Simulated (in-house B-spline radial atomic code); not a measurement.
Configurations of the palladium ion Pd³⁺, with energies counted from [Kr] 4d7. Level of theory: scalar-relativistic (X2C) PBE0, spin-polarised, spherical fractional occupations, exact exchange averaged over the configuration, Fermi nucleus of rms radius 4.5318 fm; calculated with an all-electron radial atomic-structure program (B-spline basis). Shells without spins written out take the highest spin.

Occupations are held fixed; configurations that lie above the ionisation limit could autoionise.

```tsv
configuration	E - E(ref) (eV)	highest orbital	its <r> (bohr)
[Kr] 4d6 5d1	28.04	5d up	3.648
[Ar] 3d10 4s2 4p5 4d7 5p1	69.363	5p up	2.666
[Ar] 3d10 4s2 4p5 4d7 5d1	79.679	5d up	3.624
[Ar] 3d10 4s2 4p5 4d7 5f1	88.705	5f up	6.221
```

Problem. Order these further configurations by energy, lowest first.
A. [Ar] 3d10 4s2 4p5 4d7 4f1
B. [Ar] 3d10 4s2 4p5 4d7 5s1
C. [Ar] 3d10 4s2 4p5 4d8
D. [Kr] 4d6 4f1
E. [Kr] 4d6 5p1

Solution. E (17.777 eV), D (31.928 eV), C (50.97 eV), B (61.364 eV), A (83.579 eV).
